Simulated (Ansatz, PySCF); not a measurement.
This Ansatz (a first-principles code) input computes a PBE0/def2-TZVPD energy:

Ansatz 0.2 input:
```yaml
crystal:
  periodic: [false, false, false]
  atoms:
    - {symbol: Al, position_ang: [0.94667955, -0.76101711, -0.72915767]}
    - {symbol: O, position_ang: [2.13011332, 0.02149226, -1.54771007]}
    - {symbol: Br, position_ang: [-0.83850687, 0.27775098, 0.62459230]}
basis:
  gaussian:
    orbitals: def2-TZVPD
hamiltonian:
  xc: {name: PBE0}
total_charge: -1
magnetization: {spin_polarized: true, initial_magnetization: 1}
output: {forces: true}
```

Question: Write an input for the same energy in PySCF and say what it gives.

Answer: 
```python
from pyscf import gto, scf, dft

mol = gto.M(
    atom='''
    Al    0.94667955   -0.76101711   -0.72915767
    O     2.13011332    0.02149226   -1.54771007
    Br   -0.83850687    0.27775098    0.62459230
    ''',
    basis='def2-tzvpd',
    charge=-1,
    spin=1,
    verbose=4,
)

mf = dft.UKS(mol, xc='pbe0').density_fit(auxbasis='def2-universal-jkfit')
mf.grids.level = 3
mf.conv_tol = 1e-9
mf.max_cycle = 100
mf.max_memory = 1500
mf.kernel()
if not mf.converged:
    mf = mf.newton()
    mf.kernel(mf.make_rdm1())
for _ in range(2):
    mo, _, stable, _ = mf.stability(return_status=True)
    if stable:
        break
    mf.kernel(mf.make_rdm1(mo, mf.mo_occ))
mf.analyze()
```
It gives -2891.47398 Eh, and Ansatz -2891.47393 Eh, a difference of 0.05 mEh, from the treatment of integrals and grids.
